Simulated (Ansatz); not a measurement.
GeF2Me2 (C₂H₆F₂Ge): single points at one geometry.

```yaml
crystal:
  periodic: [false, false, false]
  atoms:
    - {symbol: Ge, position_ang: [0.484657, 0.002766, 0.339508]}
    - {symbol: F, position_ang: [0.583300, 0.004702, 2.078060]}
    - {symbol: F, position_ang: [2.151515, 0.011520, -0.164274]}
    - {symbol: C, position_ang: [-0.300525, 1.674405, -0.206799]}
    - {symbol: H, position_ang: [-1.345273, 1.737003, 0.130725]}
    - {symbol: H, position_ang: [-0.270180, 1.770577, -1.301823]}
    - {symbol: H, position_ang: [0.269356, 2.501248, 0.240332]}
    - {symbol: C, position_ang: [-0.284281, -1.677853, -0.202255]}
    - {symbol: H, position_ang: [-0.341563, -1.738938, -1.298738]}
    - {symbol: H, position_ang: [-1.294878, -1.788127, 0.217084]}
    - {symbol: H, position_ang: [0.347872, -2.497303, 0.168200]}
basis:
  gaussian: {orbitals: def2-TZVP, initial_orbitals: start.molden}
hamiltonian: {xc: {name: r2SCAN0}, dispersion: d4}
scf: {omitted_lower_state_checks: [starts]}
output: {orbitals: {seedname: orbitals}}
```

The file start.molden holds the orbitals of an earlier run on this structure, at another level or in another basis.

```sh
$ ansatz run in.yaml --threads 4 --pin off --events-out ev --progress --plain --max-ram 4787MiB
```

Shortened log:

```
Functional definition: r2SCAN0
1337 factors; their error is unknown
mean field evaluation 1: about -64124.6744 eV, gradient 7.5e0 eV
mean field evaluation 2: about -64124.7137 eV, gradient 5.2e-2 eV
mean field evaluation 4: about -64124.9994 eV, gradient 1.5e-4 eV
mean field -64124.99937880 eV, -2356.5502616852 hartree, gradient 2.6e-5 eV, S^2 0.000000; 0 other end points of the search recorded, 0 dependent functions left out
reference -64124.99938747 eV, -2356.5502620038 hartree; 34, 34 occupied and 174, 174 virtual orbitals, 1337 factors
Total energy: -64125.05702087 eV, -2356.5523799924 hartree
Checks for a lower state left out: starts
```

Hardware: 4 threads of Intel Xeon on a shared host. Wall time 4.6 s, peak host memory 0.6 GiB.

As the first input, with `gaussian: {orbitals: 6-31G}`, `hamiltonian: {xc: hf}` (abridged; 0.76 s):

```
Functional definition: HF
mean field -64033.10154085 eV, -2353.1730784313 hartree, gradient 4.0e-5 eV, S^2 0.000000
Total energy: -64033.10154085 eV, -2353.1730784313 hartree
Checks for a lower state left out: starts
```

As the first input, with `gaussian: {orbitals: def2-TZVPD, initial_orbitals: start.molden}` (abridged; 7 s):

```
Functional definition: r2SCAN0
mean field -64125.06936203 eV, -2356.5528335213 hartree, gradient 1.7e-5 eV, S^2 0.000000
Total energy: -64125.12701101 eV, -2356.5549520824 hartree
Checks for a lower state left out: starts
```

As the first input, with `hamiltonian: {xc: {name: revPBE}, dispersion: d4}` (abridged; 2.1 s):

```
Functional definition: revPBE
mean field -64123.16641196 eV, -2356.4829013964 hartree, gradient 2.3e-5 eV, S^2 0.000000
Total energy: -64123.76045287 eV, -2356.5047319972 hartree
Checks for a lower state left out: starts
```

First input, but with `hamiltonian: {xc: r2scan, dispersion: d4}` (abridged; 4.5 s):

```
Functional definition: r2SCAN
mean field -64126.43334802 eV, -2356.6029590819 hartree, gradient 1.5e-5 eV, S^2 0.000000
Total energy: -64126.48262731 eV, -2356.6047700624 hartree
Checks for a lower state left out: starts
```

As the first input, with `hamiltonian: {xc: pbe}`, `correlation: {method: rpa}` and without the key `output` (abridged; 5.5 s):

```
Functional definition: PBE
mean field -64113.28144580 eV, -2356.1196355902 hartree, gradient 1.2e-6 eV, S^2 0.000000
13 core orbitals not correlated: weight in the atoms' cores, before any rotation towards them, 1.000 or more for the frozen orbitals, at most 0.000 for the correlated occupied ones
Total energy: -64091.79056718 eV, -2355.3298603680 hartree
Checks for a lower state left out: starts
```

As the first input, with `hamiltonian: {xc: {name: wB97M-V}}` (abridged; 8 s):

```
Functional definition: wB97M-V
mean field -64124.38337323 eV, -2356.5276238981 hartree, gradient 1.5e-5 eV, S^2 0.000000
Total energy: -64124.38341822 eV, -2356.5276255514 hartree
Checks for a lower state left out: starts
```

Geometry: r2SCAN-D4/def2-SVP.

The 6-31G sets use Cartesian d functions. Correlated methods freeze 13 core orbitals; core or outer-core shells of Ge are correlated, in sets that lack core-valence functions.
